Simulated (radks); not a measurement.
Results of a calculation; reference values are marked as such.
Problem. The manganese ion Mn3+, 22 electrons, occupied as [Ar] 3d4. Level of theory: scalar-relativistic Kohn-Sham, LDA (Slater exchange, VWN5 correlation), spin-unpolarised, spherical densities, finite nucleus; Fermi nuclear charge, rms radius 3.7057 fm (a radial shooting solver on a logarithmic mesh with Libxc functionals). Some entries of the table are withheld. Estimate them.

orbital,occ.,eigenvalue (Ry),r(max) (bohr)
1s,2,-474.1794,0.03994
2s,2,-57.28304,0.2330
2p,6,(1),0.1883
3s,2,(2),0.7343
3p,6,-6.63351,0.7475
3d,4,-3.05022,0.7359
4s,0,-2.21712,(3)
4p,0,-1.71330,2.356
4d,0,-1.02767,3.224
4f,0,-0.62510,4.389

Solution. 
(1) 2p eigenvalue (Ry): -49.01767
(2) 3s eigenvalue (Ry): -8.92400
(3) 4s r(max) (bohr): 2.080
